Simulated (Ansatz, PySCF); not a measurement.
Spin gap between two states, R1 and P1; the higher of the two is an excited state, each structure at its B3LYP-D3(BJ)/def2-TZVP stationary point, reached from a drawn start (curvature not checked).
R1, CCl2 (SMILES Cl[C]Cl) (charge 0, multiplicity 1):
```xyz
3

C      0.00000     0.00000    -0.66232
Cl     1.40917     0.00000     0.33121
Cl    -1.40917     0.00000     0.33121
```
P1, CCl2 (SMILES Cl[C]Cl) (charge 0, multiplicity 3):
| atom | x (Å) | y (Å) | z (Å) |
|---|---|---|---|
| C | 0.0000 | 0.0000 | -0.4830 |
| Cl | 1.5096 | 0.0000 | 0.2416 |
| Cl | -1.5096 | 0.0000 | 0.2416 |

Quantity: the spin gap.

P less R. No zero-point or thermal terms; singlets are restricted closed shells; open shells are unrestricted.

Correlated levels freeze the cores. CBS(a, b) extrapolates the correlation energy as X⁻³ and adds the Hartree–Fock energy of set b.

Codes used: Ansatz (a quantum-chemistry and plane-wave program); PySCF for the D3/D4 terms. All values are computed, each at the level named.

Costs are ratios of core time to PBE/def2-TZVPP (roughly 4 s), for whole runs (searches for the state included, and forces where a run took them) on one shared machine, so rough; each difference counts from 20.05 kcal/mol (CCSD(T)/CBS(cc-pV(T+d)Z, cc-pV(Q+d)Z), a level with limits of its own).

| level | basis functions | cost |
|---|---|---|
| revPBE/def2-TZVPP | 115 | ×1 |
| PBE/def2-TZVPP | 115 | ×1 |
| BLYP/def2-TZVPP | 115 | ×1 |
| BHLYP/def2-TZVPP | 115 | ×1 |
| B3LYP-D3(BJ)/def2-TZVPP | 115 | ×1 |
| CAM-B3LYP/def2-TZVPP | 115 | ×2 |
| r2SCAN/def2-TZVPP | 115 | ×2 |
| B2PLYP/def2-TZVPP | 115 | ×2 |
| CCSD(T)/cc-pV(D+d)Z | 60 | ×2 |
| wB97X-V/def2-TZVPP | 115 | ×3 |
| CCSD(T)/cc-pV(T+d)Z | 108 | ×6 |
| CCSD(T)/cc-pV(Q+d)Z | 183 | ×30 |

Task: Which is the cheapest listed level whose difference stays within 1.00 kcal/mol?

Result: BLYP/def2-TZVPP (0.47 kcal/mol, cost ×1).

Task: What does the step from CCSD(T)/cc-pV(T+d)Z to CCSD(T)/cc-pV(Q+d)Z cost and buy?

Result: 108 to 183 functions, cost ×4 (rough); the difference goes from -0.83 to -0.36 kcal/mol.

Each difference (kcal/mol): revPBE/def2-TZVPP -1.88; PBE/def2-TZVPP -1.91; BLYP/def2-TZVPP 0.47; BHLYP/def2-TZVPP -7.97; B3LYP-D3(BJ)/def2-TZVPP -2.91; CAM-B3LYP/def2-TZVPP -5.42; r2SCAN/def2-TZVPP -8.43; B2PLYP/def2-TZVPP -2.43; CCSD(T)/cc-pV(D+d)Z -1.88; wB97X-V/def2-TZVPP -2.71; CCSD(T)/cc-pV(T+d)Z -0.83; CCSD(T)/cc-pV(Q+d)Z -0.36.
